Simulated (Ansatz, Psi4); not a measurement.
Here is a job for Psi4.
```
memory 2 GB

molecule {
-1 1
C     1.14079889   -0.41047783   -0.00910137
C    -0.15104036    0.49608328   -0.00011144
O    -1.28599144   -0.12785782    0.01201976
H     0.01912236    1.20779716    0.90182864
H     0.00273178    1.20239996   -0.90920924
H     2.05088849    0.19671438   -0.01914757
H     1.14631297   -1.04620846    0.87611273
H     1.13032475   -1.05147317   -0.89046572
}

set {
  basis 6-311g**
  scf_type pk
  puream true
  d_convergence 1e-8
  dft_radial_points 99
  dft_spherical_points 590
}

energy('cam-b3lyp')
print_variables()
```

Task: Give the equivalent Ansatz (a program for electronic structure) input.

Result: Several could match; the one computed here: 
Ansatz 0.2 input:
```yaml
crystal:
  periodic: [false, false, false]
  atoms:
    - {symbol: C, position_ang: [1.14079889, -0.41047783, -0.00910137]}
    - {symbol: C, position_ang: [-0.15104036, 0.49608328, -0.00011144]}
    - {symbol: O, position_ang: [-1.28599144, -0.12785782, 0.01201976]}
    - {symbol: H, position_ang: [0.01912236, 1.20779716, 0.90182864]}
    - {symbol: H, position_ang: [0.00273178, 1.20239996, -0.90920924]}
    - {symbol: H, position_ang: [2.05088849, 0.19671438, -0.01914757]}
    - {symbol: H, position_ang: [1.14631297, -1.04620846, 0.87611273]}
    - {symbol: H, position_ang: [1.13032475, -1.05147317, -0.89046572]}
basis:
  gaussian:
    orbitals: 6-311G__.json
hamiltonian:
  xc: cam_b3lyp
total_charge: -1
accuracy: high
```
The basis file holds 6-311G** in the JSON format of the Basis Set Exchange.

Both were run: Psi4 gave -154.375348 Eh and Ansatz -154.375348 Eh, 0.000 mEh apart.
